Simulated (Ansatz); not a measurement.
Cost and result for the atomization energy of CH₅NOZn (`[NH2][Zn][CH2]O`) (9 atoms, 8 bonds).

```xyz
9

N     0.610    1.065    2.167
Zn    0.177    0.183    0.635
C    -0.269   -0.879   -0.936
O    -0.554    0.013   -2.011
H    -0.103    1.608    2.633
H     1.474    1.586    2.200
H     0.569   -1.546   -1.183
H    -1.131   -1.525   -0.715
H    -0.774   -0.506   -2.789
```

Charge 0, multiplicity 1. For Zn the d shell is correlated and the shells below it are frozen. Scalar relativity is left out up to krypton. All single points use the PBE0-D4/def2-TZVP geometry. It is one conformer, not always the lowest. Program: Ansatz. All runs use 4 threads of an Arm Neoverse V2 on a shared host. Times are those of one run each, without the atoms' runs, and a repeat can differ threefold. Electronic energies, without spin–orbit coupling; frozen cores. CCSD(T)/CBS adds CCSD(T) − MP2 in def2-TZVPP to the MP2 limit, and its time is that of the two runs behind it. T1 = 0.014. With those shells the extrapolation isn't a true limit. HSE06 is the plane-wave form, built on full-range PBE exchange.

CCSD(T)/CBS is a level of theory with its own doubt, some kJ/mol a heavy atom from the limit and from the frozen cores, so smaller differences don't rank the functionals.

| level | functions | atomization (kJ/mol) | difference from CCSD(T)/CBS | per bond |
| --- | --- | --- | --- | --- |
| B97M-V/def2-TZVPP | 227 | 2840.1 | -30.9 | -3.9 |
| PBE0-D4/def2-TZVPP | 227 | 2859.2 | -11.8 | -1.5 |
| r2SCAN-D4/def2-TZVPP (with forces) | 227 | 2869.7 | -1.3 | -0.2 |
| BHLYP-D4/def2-TZVPP | 227 | 2736.8 | -134.2 | -16.8 |
| CCSD(T)/def2-TZVPP | 227 | 2777.9 | -93.1 | -11.6 |
| MP2/def2-QZVPP | 421 | 2899.8 | 28.8 | 3.6 |
| B2PLYP/def2-TZVPP | 227 | 2830.2 | -40.8 | -5.1 |
| ωB97X-V/def2-TZVPP | 227 | 2881.5 | 10.5 | 1.3 |
| LDA (SPW92)/def2-TZVPP | 227 | 3353.0 | 482.0 | 60.3 |
| CCSD(T)/def2-SVP | 98 | 2642.1 | -228.9 | -28.6 |
| HSE06-D4/def2-TZVPP | 227 | 2862.0 | -9.0 | -1.1 |
| CCSD(T)/CBS(def2) | – | 2871.0 | 0.0 | 0.0 |
| revPBE-D4/def2-TZVPP | 227 | 2845.6 | -25.4 | -3.2 |

Task: Order the runs by time, with rough figures. (Estimate.)

Result: The calculation gave: LDA (SPW92)/def2-TZVPP 0.95 s; revPBE-D4/def2-TZVPP 1.4 s; BHLYP-D4/def2-TZVPP 2.3 s; PBE0-D4/def2-TZVPP 2.4 s; HSE06-D4/def2-TZVPP 2.5 s; CCSD(T)/def2-SVP 3.7 s; r2SCAN-D4/def2-TZVPP (with forces) 4 s; B2PLYP/def2-TZVPP 4 s; ωB97X-V/def2-TZVPP 6 s; B97M-V/def2-TZVPP 7 s; MP2/def2-QZVPP 14 s; CCSD(T)/def2-TZVPP 100 s; CCSD(T)/CBS(def2) 120 s.

The D4 term adds +19.3 kJ/mol with B3LYP and +10.0 kJ/mol with PBE0; it sums over pairs of atoms, weighted by their polarisabilities, and B3LYP, whose exchange is more repulsive, gets the larger term. In def2-TZVPP, CCSD(T) changes the Hartree–Fock value by +883.4 kJ/mol (the triples alone add +50.1 kJ/mol) and MP2 by +948.5 kJ/mol; breaking electron pairs costs correlation energy, which Hartree–Fock lacks. From PBE to PBE0 (25 % exact exchange), in def2-TZVPP and without D4, the atomization energy moves by −74.9 kJ/mol: exact exchange takes away binding that semilocal exchange gives to molecules.

B3LYP here is the variant with VWN-RPA as its local correlation; programs differ in this.
